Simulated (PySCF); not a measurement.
## Dipole response of K (potassium, neutral)

[Ar] 4s1, 2S determinant. Computed with PySCF 2.14 in aug-cc-pwCVTZ-X2C, with scalar relativity by spin-free X2C-1e. Coupled (time-dependent) response in atomic units; α is the mean over directions.

```tsv
method	mean α (bohr³)	C₆ (like pair)	S(−4)
UHF	408.2	6431	160700
PBE	322.0	4521	100900
PBE0	346.8	5046	116600
B3LYP	272.1	3541	71520
```

S(−4) is the Cauchy moment in α(ω) = α(0) + S(−4) ω² + …

Reference α: 289.7 ± 0.3 bohr³ (recommended; Schwerdtfeger and Nagle, table of static dipole polarizabilities (2023 update)). Published C₆: 3923 (Chu and Dalgarno (2004); Tang, Norbeck and Certain (1976)).

Hartree-Fock lies above the reference because it lacks correlation, which contracts the outer shell.

α(iu) at B3LYP:

| u (hartree) | α(iu) (bohr³) |
| --- | --- |
| 0 | 272.1 |
| 0.0500 | 165.2 |
| 0.100 | 78.23 |
| 0.200 | 28.37 |
| 0.300 | 15.90 |
| 0.500 | 8.455 |
| 0.750 | 5.368 |
| 1.00 | 3.836 |
| 1.50 | 2.249 |
| 2.00 | 1.465 |
| 3.00 | 0.7540 |
| 5.00 | 0.3064 |
